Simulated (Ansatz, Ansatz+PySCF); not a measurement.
```xyz
26

C     0.0000    0.7125    0.0000
C    -1.2338    1.4267    0.0000
C    -2.4602    0.6803    0.0000
C    -2.4602   -0.6803    0.0000
C    -1.2338   -1.4267    0.0000
C     0.0000   -0.7125    0.0000
C     2.4602    0.6803    0.0000
C     1.2338    1.4267    0.0000
C     1.2338   -1.4267    0.0000
C     2.4602   -0.6803    0.0000
C     1.2091    2.8293    0.0000
C     0.0000    3.5196    0.0000
C    -1.2091    2.8293    0.0000
C    -1.2091   -2.8293    0.0000
C     0.0000   -3.5196    0.0000
C     1.2091   -2.8293    0.0000
H    -3.4037    1.2326    0.0000
H    -3.4037   -1.2326    0.0000
H     3.4037    1.2326    0.0000
H     3.4037   -1.2326    0.0000
H     2.1547    3.3777    0.0000
H     0.0000    4.6123    0.0000
H    -2.1547    3.3777    0.0000
H    -2.1547   -3.3777    0.0000
H     0.0000   -4.6123    0.0000
H     2.1547   -3.3777    0.0000
```

Basis set: def2-SVP (spherical functions). Frozen core: 16 orbitals. Charge 0, multiplicity 1.

Computed with Ansatz (development build ahead of 0.2.0); each method stands on the lowest determinant of its kind that the runs found. Restricted open shells among the atoms or ions are ROHF, correlated in semicanonical orbitals with singles. Restricted functionals stand beside restricted open-shell atoms, which can lie above the unrestricted atoms usual in DFT and then raise those values.

Task: Give the atomization energy at this shape (free ground-state atoms in the same class of orbitals less the molecule, no zero-point energy) of singlet C₁₆H₁₀ by RHF-MP2, ωB97X (restricted), PBE0 (restricted), RHF.

Result:

```csv
method,atomization energy
RHF-MP2,143.04 eV
ωB97X (restricted),146.24 eV
PBE0 (restricted),148.84 eV
RHF,110.55 eV
```
